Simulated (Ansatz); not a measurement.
Calculated with Ansatz (gas phase, PBE0-D4/def2-TZVP geometries, no zero-point term in ΔE). CBS: MP2 limit from def2 TZ/QZ plus the TZ coupled-cluster correction, frozen cores. This one scheme is used for every species. Functionals use def2-TZVPP. Elements past krypton have def2 core potentials. For Sb outer-core shells are correlated without core-valence functions, which leaves a few kJ/mol of doubt a bond.

Consider the hydrogenolysis of the Sb–Cl bond: `[SiH3][Sb]([SiH3])[Cl]` + H₂ → `[SiH3][SbH][SiH3]` + HCl.

`[SiH3][Sb]([SiH3])[Cl]`:

Z-matrix (Å, degrees):
```
Si
Sb 1 2.579
H 1 1.485 2 109.0
H 1 1.484 2 110.6 3 121.1
H 1 1.489 2 108.1 3 -118.6
Si 2 2.579 1 89.8 3 -165.4
Cl 2 2.379 1 92.9 3 -72.5
H 6 1.489 2 108.1 1 -76.1
H 6 1.484 2 110.7 1 44.2
H 6 1.485 2 109.0 1 165.3
```

H₂:

Z-matrix (Å, degrees):
```
H
H 1 0.746
```

`[SiH3][SbH][SiH3]`:

```xyz
10

Si   -0.258    1.416    1.134
Sb    1.300   -0.607    0.846
Si   -0.176   -1.479   -1.068
H    -0.624    2.041   -0.164
H     0.402    2.434    1.994
H    -1.498    0.952    1.812
H     2.281    0.258   -0.255
H    -0.544   -0.410   -2.033
H     0.537   -2.564   -1.793
H    -1.419   -2.041   -0.474
```

HCl:

Cartesian coordinates in Å:
```
Cl 0.058 -0.560 -0.303
H -0.058 0.560 0.303
```

(1) Is it downhill or uphill in electronic energy at CCSD(T)/CBS, and by how much? (Estimate.)

(2) What do these levels give: BLYP-D4, BLYP, HF/def2-TZVPP, CCSD/def2-TZVPP, HF/CBS(def2), MP2/CBS(def2)? (Estimate.)

Largest T1 diagnostic among the species: 0.013.

## Answers

(1) Computed: Uphill: ΔE = +9.7 kcal/mol.

(2) Ansatz gave: BLYP-D4 12.7, BLYP 9.8, HF/def2-TZVPP 6.1, CCSD/def2-TZVPP 5.4, HF/CBS(def2) 6.8, MP2/CBS(def2) 11.6 kcal/mol.

From PBE to PBE0 (25 % exact exchange), in def2-TZVPP and without D4, ΔE moves by −1.5 kcal/mol. At CCSD(T), def2-SVP lies −6.5 kcal/mol from the extrapolated value and def2-TZVPP −3.4 kcal/mol. The D4 term adds +2.4 kcal/mol with B3LYP and +1.3 kcal/mol with PBE0; it sums over pairs of atoms, weighted by their polarisabilities, and B3LYP, whose exchange is more repulsive, gets the larger term.

B3LYP here is the variant with VWN-RPA as its local correlation; programs differ in this.
